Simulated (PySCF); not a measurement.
## Worked example: chemical shift, span and skew from a shielding tensor

C4H9Al, SMILES C=C[CH2][AlH][CH3]. Atoms are numbered in the order given.

```xyz
14

Al     0.7680    -0.1451     0.4503
C     -0.5266    -1.3936    -0.4603
C     -1.0162    -0.1066    -0.9790
C     -0.3264     0.7352    -1.8005
H     -1.2647    -1.9752     0.1012
H      0.0296    -2.0051    -1.1841
H     -1.9155     0.3013    -0.4975
H      0.5623     0.4052    -2.3476
H     -0.6989     1.7390    -2.0156
H      2.2131    -0.1357    -0.1950
C      0.2860     0.8389     2.0766
H      0.6488     1.8804     2.0496
H      0.7439     0.3682     2.9651
H     -0.8028     0.8648     2.2487
```
Charge 0, spin multiplicity 1.

Geometry: B3LYP-D3(BJ)/def2-SVP. The structure was generated by enumeration; whether it is a known compound was not checked. The values are those of a single conformer.

GIAO shieldings from PySCF with PBE0/pcSseg-1, non-relativistic, no solvent. The symmetric part of the tensor of C11 has the principal values 191.9, 196.1, 206.3 ppm. The same nucleus in TMS has σ = 186.3 ppm at this level (PySCF, at its B3LYP-D3(BJ)/def2-TZVP geometry).

Task: Work out the isotropic shielding, the ¹³C shift against TMS, the span and the skew.

Result: 
σ(iso) = (σ11 + σ22 + σ33)/3 = 198.1 ppm. δ = σ(ref) − σ(iso) = 186.3 − (198.1) = -11.8 ppm.
Span Ω = σ33 − σ11 = 14.4 ppm. Skew κ = 3(σ(iso) − σ22)/Ω = 0.42. Tumbling in solution averages the tensor to δ; in a static solid the shielding alone would spread this spin-1/2 line over Ω.
